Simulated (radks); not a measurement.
The numbers below are computed, except where a source is named.
Pb L, 33 electrons, occupied as [Ar] 3d10 4s2 4p3.

Level of theory: non-relativistic Kohn-Sham, PBE, spin-polarised, spherical densities, point nucleus; open shells are filled with parallel spins first (spin-orbit coupling, left out, can overturn this in heavy ions); relativity is left out, which matters for an element this heavy (a radial shooting solver on a logarithmic mesh with Libxc functionals).

Energy parts (hartree):
| part | energy |
|---|---|
| total | -17791.6929 |
| kinetic | 17789.8765 |
| electron-nucleus | -38728.5781 |
| Hartree | 3408.7389 |
| exchange-correlation | -261.7302 |

Orbitals (lengths in bohr, moments of r in powers of bohr; r(90%) holds 90 % of the orbital's charge):
| orbital | occ. | eigenvalue (hartree) | r(90%) | <r> | <1/r> |
|---|---|---|---|---|---|
| 1s up | 1 | -2997.608 | 0.0328 | 0.01846 | 81.45 |
| 1s down | 1 | -2997.486 | 0.0328 | 0.01846 | 81.45 |
| 2s up | 1 | -582.6184 | 0.119 | 0.07749 | 19.24 |
| 2s down | 1 | -582.5543 | 0.119 | 0.07749 | 19.24 |
| 2p up | 3 | -564.8507 | 0.106 | 0.06544 | 19.27 |
| 2p down | 3 | -564.7437 | 0.106 | 0.06544 | 19.27 |
| 3s up | 1 | -205.4386 | 0.278 | 0.1914 | 7.641 |
| 3s down | 1 | -205.3204 | 0.277 | 0.1913 | 7.643 |
| 3p up | 3 | -197.2590 | 0.269 | 0.1817 | 7.595 |
| 3p down | 3 | -197.1263 | 0.269 | 0.1816 | 7.596 |
| 3d up | 5 | -182.3033 | 0.242 | 0.1579 | 7.512 |
| 3d down | 5 | -182.1850 | 0.242 | 0.1579 | 7.514 |
| 4s up | 1 | -101.8545 | 0.522 | 0.3713 | 3.893 |
| 4s down | 1 | -101.2360 | 0.523 | 0.3715 | 3.892 |
| 4p up | 3 | -98.20777 | 0.520 | 0.3663 | 3.846 |
| 4p down | 0 | -97.59611 | 0.521 | 0.3665 | 3.847 |

The highest occupied level is 4p up at -2672.4 eV. Summed over all electrons, <r^2> = 1.411 bohr^2, which gives a Langevin (diamagnetic) susceptibility term of -1.12 x 10^-6 cm^3/mol. Spin moment in Bohr magnetons: 3. The density falls to 0.001 e/bohr^3 at r = 0.91 bohr.
